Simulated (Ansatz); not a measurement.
The cluster Tl₃Cl₃⁺. Charge 1, multiplicity 2. Geometry PBE-D4/def2-SVP, basis def2-TZVP, Ansatz.

| atom | x (Å) | y (Å) | z (Å) |
| --- | --- | --- | --- |
| Tl1 | 2.197 | 0.300 | -0.925 |
| Tl2 | -1.739 | 2.020 | -0.921 |
| Tl3 | -1.250 | -1.929 | 0.694 |
| Cl4 | 1.446 | -1.085 | 1.582 |
| Cl5 | -0.571 | -0.423 | -1.802 |
| Cl6 | -0.082 | 1.118 | 1.372 |

```
run  HOMO (eV)  LUMO (eV)
  A     -14.12      -6.45
  B     -11.70      -8.58
  C     -11.31      -9.05
  D     -10.84      -9.40
  E     -10.42      -9.47
```

In the def2 sets Tl takes a core potential; there is no spin–orbit coupling. LC-ωPBE has ω = 0.4 bohr⁻¹. In the doublet, Cl4 and Cl6 lie 2.69 Å apart (atoms count from 1), so these atoms are partly bonded to each other. Another isomer (doublet) lies 0.15 eV lower at PBE0-D4/def2-TZVP; other spin states weren't run for this one.

HOMO and LUMO are taken over both spins.

Problem. The runs used LC-ωPBE, PBE, PBE0, r2SCAN, r2SCANh. Estimate which is which.

Solution. A LC-ωPBE (range-separated); B PBE0 (25 % exact exchange); C r2SCANh (10 % exact exchange); D r2SCAN (0 % exact exchange); E PBE (0 % exact exchange). Exact exchange lowers occupied and raises empty levels; among semilocal functionals meta-GGAs tend to open the gap a little, and such runs are hard to tell apart. The gap grows from 0.95 eV (PBE) to 7.67 eV (LC-ωPBE).
